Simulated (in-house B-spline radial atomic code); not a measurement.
A fraction x of an electron is moved 4p → 4d in Pd+, starting from [Kr] 4d9 and keeping the highest spin. Method: scalar-relativistic (X2C) LC-wPBE, spin-polarised, spherical fractional occupations, Fermi nucleus of rms radius 4.5318 fm. Calculated with an all-electron radial atomic-structure program (B-spline basis).

Caution: exact exchange at fractional occupations of open shells leaves self-interaction of up to several eV.

| x | E(x) - E(0) (eV) | 4p down level (eV) | 4d down level (eV) |
| --- | --- | --- | --- |
| 0 | 0.0000 | -67.738 | -16.866 |
| 0.125 | 6.3193 | -67.429 | -17.194 |
| 0.25 | ? | ? | ? |
| 0.375 | 18.7186 | -66.806 | -17.848 |
| 0.5 | ? | ? | ? |
| 0.625 | 30.7984 | -66.179 | -18.499 |
| 0.75 | 36.7182 | -65.863 | -18.824 |
| 0.875 | 42.5579 | -65.546 | -19.149 |
| 1 | 48.3175 | -65.228 | -19.473 |

**Question.** What belongs in the row x = 0.25?

**Answer.** An energy change of 12.5588 eV; 4p down at -67.118 eV, 4d down at -17.521 eV.

**Question.** What belongs in the row x = 0.5?

**Answer.** An energy change of 24.7985 eV; 4p down at -66.493 eV, 4d down at -18.174 eV.

**Question.** Check Janak's theorem between x = 0.625 and 0.75.

**Answer.** The slope of the energy is 47.36 eV; the orbital levels give 47.36 eV (ε of the receiving orbital less ε of the emptying one, averaged over the two points).
